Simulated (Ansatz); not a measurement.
`C[N]=[Mo]([CH3])(=[O])[F]`. The species carries charge 0 and has multiplicity 1. Mo: def2 effective core potential.

```xyz
12

C    -0.811   -0.002   -2.066
N    -0.620    0.296   -0.692
Mo    0.345    0.858    0.613
C     0.558   -0.859    1.811
O     1.869    1.201    0.006
F    -0.499    2.238    1.540
H    -1.117   -1.048   -2.172
H     0.109    0.152   -2.641
H    -1.605    0.623   -2.485
H     1.209   -0.615    2.657
H     0.991   -1.691    1.255
H    -0.430   -1.154    2.175
```

(1) List the harmonic frequencies (cm⁻¹, unscaled) at PBE0-D4/def2-TZVP in Ansatz. (An estimate is asked.)

(2) Is this a minimum?

(3) Give the ideal-gas thermochemistry at 298.15 K and 1 bar (rigid rotor, harmonic oscillator; point group C1, symmetry number 1).

(4) And at 400, 500, 600, 800 and 1000 K?

(5) Rotational constants (cm⁻¹)?

Answers

(1) The calculation gave: 99, 113, 114, 140, 162, 208, 231, 352, 395, 560, 623, 671, 695, 735, 1041, 1099, 1105, 1204, 1342, 1416, 1428, 1429, 1462, 1468, 3015, 3037, 3088, 3096, 3130, 3151.

(2) Yes, all 30 modes are real.

(3) Zero-point energy 219.0 kJ/mol; H(298) − E = 244.6 kJ/mol; entropy 388.2 J/(mol·K), of which translation 173.3, rotation 116.7, vibration 98.2; G(298) − E = 128.8 kJ/mol. Modes under 100 cm⁻¹ are hindered rotations or soft bends, so the harmonic entropy is rough.

(4) 
| T (K) | H − E (kJ/mol) | S (J/mol/K) | G − E (kJ/mol) |
| --- | --- | --- | --- |
| 400 | 258.7 | 428.8 | 87.2 |
| 500 | 274.5 | 464.0 | 42.5 |
| 600 | 292.0 | 495.8 | -5.5 |
| 800 | 330.6 | 551.2 | -110.4 |
| 1000 | 373.1 | 598.6 | -225.4 |

(5) 0.1015, 0.06224, 0.05681.
